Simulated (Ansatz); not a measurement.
Cost and result for the atomization energy of `[SiH3]/N=C/Cl` (8 atoms, 7 bonds).

Total charge 0; spin multiplicity 1. The structure was optimised at the PBE0-D4/def2-TZVP level. Program: Ansatz. All runs use 2 threads of an Arm Neoverse V2 on a shared host. Times are those of one run each, without the atoms' runs, and a repeat can differ threefold. Electronic energies, without spin–orbit coupling; frozen cores. CCSD(T)/CBS adds CCSD(T) − MP2 in def2-TZVPP to the MP2 limit, and its time is that of the two runs behind it. T1 = 0.013. B3LYP takes the VWN-RPA correlation (the form of Gaussian; ORCA's B3LYP/G). HSE06 is the plane-wave form, built on full-range PBE exchange.

CCSD(T)/CBS is a level of theory with its own doubt, some kJ/mol a heavy atom from the limit and from the frozen cores, so smaller differences don't rank the functionals.

```tsv
level	functions	wall time	atomization (kJ/mol)	difference from CCSD(T)/CBS	per bond
BLYP-D4/def2-TZVPP	202	1.9 s	2717.0	23.8	3.4
CCSD(T)/def2-SVP	84	1.9 s	2499.6	-193.6	-27.7
PBE-D4/def2-TZVPP (with forces)	202	2.3 s	2763.7	70.5	10.1
PBE0-D4/def2-TZVPP	202	2.7 s	2698.4	5.2	0.7
BHLYP-D4/def2-TZVPP	202	2.8 s	2612.6	-80.6	-11.5
HSE06-D4/def2-TZVPP	202	3 s	2700.9	7.7	1.1
B3LYP-D4/def2-TZVPP (with forces)	202	4 s	2707.1	13.9	2.0
B2PLYP/def2-TZVPP	202	4.6 s	2670.7	-22.5	-3.2
r2SCANh-D4/def2-TZVPP	202	4.7 s	2678.3	-14.9	-2.1
ωB97X-V/def2-TZVPP	202	7.5 s	2715.2	22.0	3.1
MP2/def2-QZVPP	374	16 s	2704.3	11.1	1.6
CCSD(T)/def2-TZVPP	202	52 s	2608.4	-84.8	-12.1
CCSD(T)/CBS(def2)	–	68 s	2693.2	0.0	0.0
```

Leaving LDA and LC-ωPBE aside and taking each functional with its dispersion term where it has one, the values spread over 151.1 kJ/mol, from BHLYP-D4 to PBE-D4. LDA lies +357.7 kJ/mol from PBE without D4, its usual overbinding. The D4 term adds +26.2 kJ/mol with B3LYP and +13.6 kJ/mol with PBE0; it sums over pairs of atoms, weighted by their polarisabilities, and B3LYP, whose exchange is more repulsive, gets the larger term. From PBE to PBE0 (25 % exact exchange), in def2-TZVPP and without D4, the atomization energy moves by −62.8 kJ/mol: exact exchange takes away binding that semilocal exchange gives to molecules.
